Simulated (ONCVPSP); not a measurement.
## Cutoff test, tungsten, ONCV

tungsten (W), optimised norm-conserving Vanderbilt (ONCV), made with ONCVPSP 4.0.1 (LDA (Perdew-Zunger), scalar-relativistic). Core [Kr] 4d10 4f14, reference 5s2 5p6 5d4 6s1.5 (charge +0.5). Waves: 5s+6s: rc 2.05 bohr, ncon 3, nbas 7, qcut 7.1 1/bohr, 2 projectors; 5p: rc 1.50 bohr, ncon 3, nbas 7, qcut 10.8 1/bohr, 3 projectors, debl 1.7 Ha; 5d: rc 1.85 bohr, ncon 4, nbas 9, qcut 5.8 1/bohr, 2 projectors, debl 3.1 Ha. Local part: polynomial inside 1.45 bohr (lpopt 5, dvloc0 1 Ha). Core correction: Teter function, fcfact 4.5, rcfact 1.25.

In the p channel the program set the typed energies aside and used -1.728, 0.250, 1.950 Ha.

For each optimised wave give the share of its norm inside rc, the residual kinetic energy above qcut (Ha) and the cutoffs (Ha) for errors of 10, 1, 0.1 and 0.01 mHa per electron.

```
         wave  norm inside rc  residual KE  10 mHa  1 mHa  0.1 mHa  0.01 mHa
           5s           0.988      7.0e-08     8.1   14.1     17.7      20.4
           6s           0.154      8.2e-08     4.6   13.6     17.6      20.6
           5p           0.751      5.4e-08    27.3   35.9     42.5      48.1
p projector 2           0.088      1.4e-08    22.4   32.5     40.2      46.2
p projector 3           0.063      2.6e-08    23.9   33.7     41.0      47.0
           5d           0.505      8.5e-05    10.5   13.7     16.9      50.7
d projector 2           0.118      6.8e-04    12.5   16.2     24.1      43.9
```

The occupied waves need 36 Ha and 43 Ha for 1 and 0.1 mHa.
